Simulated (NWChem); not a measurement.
# C2H5NSi; SMILES C1[SiH2]C=N1

```xyz
9

C      1.0881    -0.5599     0.0000
N      0.1015    -1.3842     0.0000
C     -1.1041    -0.5231     0.0000
Si     0.0412     1.0082     0.0000
H      2.1280    -0.9173     0.0000
H     -1.7289    -0.7129     0.8878
H     -1.7289    -0.7129    -0.8878
H      0.0738     1.8874     1.2111
H      0.0738     1.8874    -1.2111
```
Atoms are numbered in this order, from 1.

Level: PBE0/def2-SVP (NWChem), optimised geometry, unscaled harmonic frequencies. 

```csv
frequency (cm⁻¹),IR intensity (km/mol)
190,14.7
474,2.6
548,19.7
615,0.9
640,2.7
780,96.3
793,46.3
834,46.8
922,4.3
948,55.2
980,40.6
1143,6.3
1183,2.4
1279,10.6
1416,2.9
1656,11.3
2212,118.0
2222,124.2
3084,12.9
3142,2.6
3155,20.5
```

```json
{
  "zero_point_energy": "40.3 kcal/mol",
  "thermal correction to the enthalpy at 298.15 K (with zero-point energy)": "43.8 kcal/mol",
  "heat capacity Cv": "16.2 cal/(mol K)",
  "entropy at 298.15 K and 1 atm (symmetry number 1)": "68.4 cal/(mol K)",
  "dipole_moment": "1.68 D"
}
```

Rigid rotor and harmonic oscillator.
